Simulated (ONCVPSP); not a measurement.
**Transferability test, ONCV potential for antimony**

- Element: antimony
- Generator: ONCVPSP 4.0.1
- Type: optimised norm-conserving Vanderbilt (ONCV)
- Functional: PBE
- Relativity: fully relativistic
- Frozen core: [Kr]
- Valence charge: 15
- Reference configuration: 4d10 5s2 5p2.5 (charge +0.5)
- Partial waves: 5s: rc 2.05 bohr, ncon 3, nbas 6, qcut 2.5 1/bohr, 2 projectors, debl 1.5 Ha; 5p: rc 2.25 bohr, ncon 5, nbas 10, qcut 3.6 1/bohr, 2 projectors, debl 2.3 Ha; 4d: rc 1.40 bohr, ncon 4, nbas 9, qcut 13 1/bohr, 2 projectors, debl 1.05 Ha
- Local potential: polynomial inside 1.40 bohr (lpopt 5, dvloc0 0 Ha)
- Core correction: Teter function fitted to the true core (icmod 2), fcfact 0.75

Open shells are filled in proportion to 2j + 1.

In the d channel the program set the typed energies aside and used -1.361, 0.250 Ha (j = l + 1/2; the other j can differ).

Energies are relative to the spin-unpolarised reference configuration 4d10 5s2 5p2.5; without spin polarisation the order of configurations can differ from experiment. Not all tests gave a result: 1 of 4 tests not solved or not reliable.

```
valence configuration  charge  ΔE all-electron (eV)  error AE − PS (meV)
         4d10 5s2 5p3       0                -3.270                 +0.1
         4d10 5s2 5p2      +1                 5.064                 +0.2
         4d10 5s2 5p1      +2                21.053                 +6.3
```

Note: ghosts flagged at negative energy: s at -14.3 eV; GHOST(+) flagged for p3/2 at 76.1 eV, p1/2 at 88.3 eV. A true bound ghost makes a file unfit for plane-wave use.
